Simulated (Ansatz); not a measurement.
Mulliken charges of H$_{5}$NS$_{2}$Si, SMILES `N[SiH2]SS` from B3LYP/def2-TZVPP in Ansatz (PBE0-D4/def2-TZVP geometry).

```
atom   x (Å)   y (Å)   z (Å)  charge (e)
  N1  -0.159   0.854  -1.137      -0.392
 Si2   0.645  -0.536  -0.560       0.454
  S3  -0.307  -1.611   1.050      -0.197
  S4  -0.237  -0.088   2.442      -0.131
  H5  -1.044   0.781  -1.611       0.140
  H6  -0.081   1.720  -0.629       0.143
  H7   1.978  -0.104  -0.084      -0.057
  H8   0.711  -1.551  -1.642      -0.072
  H9  -1.418   0.489   2.152       0.112
```

By hand: the dipole of these point charges (1 e Å = 4.8032 D).

Σ q r = (-0.034, 0.278, -0.287) e Å, of length 0.401 e Å = 1.93 D.

How does the dipole of the full density compare? (Estimate.)

The calculation gave: (-0.251, 0.367, -0.201) e Å, 2.34 D; the point charges give 0.82 times that, at 31° from its direction.

Point charges leave out the atoms' own dipoles, such as those of lone pairs, and Mulliken's split depends on the basis, so the two needn't agree.

B3LYP here is the variant with VWN-RPA as its local correlation; programs differ in this.
